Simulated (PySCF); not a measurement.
An excited-state job on `C(#C)P=C=C([SiH3])C`.

Computed with TDDFT wB97X-D/def2-SVPD, vertical, gas phase, core orbitals frozen in the response (PySCF 2.14.0, density-fitted response routines). Geometry: GFN2-xTB. A driver script takes a list of jobs; this job's settings line and coordinates (Å) are shown.

Command:
```bash
OMP_NUM_THREADS=1 python probes_run.py task.json out
```

Input:
```
{"job": {"kind": "uv", "xc": "wB97X-D", "basis": "def2-SVPD", "nstates": 8, "ntriplets": 3}, "charge": 0, "multiplicity": 1}
C      3.758214    -0.701297    -0.592418
C      2.861074    -0.937111     0.174169
P      1.658532    -1.363573     1.396098
C      0.351354    -0.684975     0.658227
C     -0.728142    -0.121372     0.211072
C     -1.691935    -0.807415    -0.717718
Si    -1.138853     1.678479     0.668973
H      4.514294    -0.474824    -1.286489
H     -1.387883    -1.833883    -0.913760
H     -1.743663    -0.268695    -1.663224
H     -2.688753    -0.811216    -0.278509
H     -2.463370     1.680407     1.297723
H     -1.181281     2.455698    -0.572343
H     -0.120266     2.189304     1.581100
```

Output:
```
coarse grid: 13024 points
cycle   1  E = -824.8942294088  dE =  8.104e-01  |g| = 2.970e-01  |ddm| = 6.555e+00
cycle   2  E = -824.9191219701  dE = -2.489e-02  |g| = 1.498e-01  |ddm| = 1.323e+00
cycle   3  E = -824.9254321357  dE = -6.310e-03  |g| = 3.875e-02  |ddm| = 4.732e-01
cycle   4  E = -824.9259643363  dE = -5.322e-04  |g| = 1.746e-02  |ddm| = 1.854e-01
cycle   5  E = -824.9260528403  dE = -8.850e-05  |g| = 6.371e-03  |ddm| = 5.478e-02
cycle   6  E = -824.9260681878  dE = -1.535e-05  |g| = 2.184e-03  |ddm| = 1.727e-02
cycle   7  E = -824.9260704716  dE = -2.284e-06  |g| = 9.368e-04  |ddm| = 7.152e-03
final grid: 117496 points
cycle   8  E = -825.0378943827  dE = -7.263e-05  |g| = 5.120e-03  |ddm| = 1.264e-01
cycle   9  E = -825.0378955323  dE = -1.150e-06  |g| = 4.700e-03  |ddm| = 2.078e-02
cycle  10  E = -825.0379014282  dE = -5.896e-06  |g| = 1.059e-03  |ddm| = 8.566e-03
cycle  11  E = -825.0379017348  dE = -3.066e-07  |g| = 3.396e-04  |ddm| = 3.133e-03
cycle  12  E = -825.0379017830  dE = -4.823e-08  |g| = 1.484e-04  |ddm| = 1.249e-03
cycle  13  E = -825.0379017911  dE = -8.090e-09  |g| = 6.788e-05  |ddm| = 3.397e-04
cycle  14  E = -825.0379017937  dE = -2.625e-09  |g| = 2.308e-05  |ddm| = 2.435e-04
cycle  15  E = -825.0379017941  dE = -4.004e-10  |g| = 9.830e-06  |ddm| = 9.337e-05
converged SCF energy = -825.0379017941

Static polarisability (au): isotropic 119.802, principal 89.495 98.625 171.285

Singlet excitations
state   eV       nm        f      main configurations
  1   4.5312    273.6   0.00334   H-1->L 0.84
  2   4.6833    264.7   0.03798   H->L+1 0.76, H->L 0.12
  3   4.7052    263.5   0.26096   H->L 0.79, H->L+1 0.12
  4   5.0633    244.9   0.00104   H-2->L 0.87
  5   5.7257    216.5   0.00195   H->L+3 0.66, H->L+2 0.24
  6   6.1692    201.0   0.06416   H-1->L+1 0.45, H-3->L 0.32
  7   6.5842    188.3   0.39298   H->L+2 0.29, H-1->L+1 0.18, H->L+3 0.10
  8   6.7108    184.8   0.37334   H-2->L+1 0.37, H->L+2 0.24, H-1->L+1 0.09

Triplet excitations (Tamm-Dancoff, eV): 2.7921 4.0645 4.3678
```

The SCF starts on a coarse grid where the log names one; the energy can jump when the final grid takes over, and dE then counts from the start density on the new grid. H and L stand for HOMO and LUMO; the number after each pair is its weight.

Problem. Give S1 in cm⁻¹ and kJ/mol.

Solution. 4.5312 eV × 8065.54 = 36547 cm⁻¹; × 96.485 = 437.2 kJ/mol.

Main results: HOMO -8.50 eV, LUMO -0.02 eV; lowest singlet 4.53 eV; lowest triplet 2.79 eV (Tamm–Dancoff); mean polarisability 119.8 au.

Problem. How long does this job take on an Arm Neoverse V2 with one thread, shared host? And the peak memory of the process?

Solution. About 34 s (density and orbital grids were written too), with 0.87 GiB resident at the peak, the Python interpreter and its libraries included.
Labels such as C1 count atoms from 1, the log's own numbers from 0.

The pairwise dispersion term of wB97X-D wasn't added to the energies; at a given geometry it leaves orbitals and properties as they are.
